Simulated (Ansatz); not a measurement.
Which isomer of C2H10SiSn gives these data?

These gas-phase data were calculated for one isomer of C2H10SiSn at PBE0-D3(BJ)/def2-SVP (harmonic, unscaled wavenumbers; equilibrium rotational constants with average atomic masses):

```
rotational constants            : 4.92, 1.318, 1.126 GHz
all wavenumbers above 1500 cm⁻¹ : 3168, 3168, 3159, 3159, 3056, 3056, 2200, 1916, 1913, 1907
```

Candidates:

(1) `C[SiH2][SnH2][CH3]`, a singlet
(2) `C[SiH](C)[SnH3]`, a singlet

Task: Which candidate do the data belong to?

Result: Candidate (2). 1 mode lies between 2000 and 2380 cm⁻¹, one for each Si–H bond, while (1) has 2.

The same quantities for all candidates:

|  | rotational constants (GHz) | wavenumbers above 1500 cm⁻¹ | E above the lowest, PBE0-D3(BJ)/def2-SVP (kcal/mol) |
| --- | --- | --- | --- |
| (1) | 6.61, 1.358, 1.179 | 3193, 3193, 3171, 3168, 3074, 3061, 2209, 2205, 1901, 1899 | 5.5 |
| (2) | 4.92, 1.318, 1.126 | 3168, 3168, 3159, 3159, 3056, 3056, 2200, 1916, 1913, 1907 | 0.0 |

Harmonic stretches to hydrogen usually lie a few per cent above observed fundamentals. Each candidate is one conformer. Atoms past krypton carry core potentials. Programs: Ansatz 0.2.0.
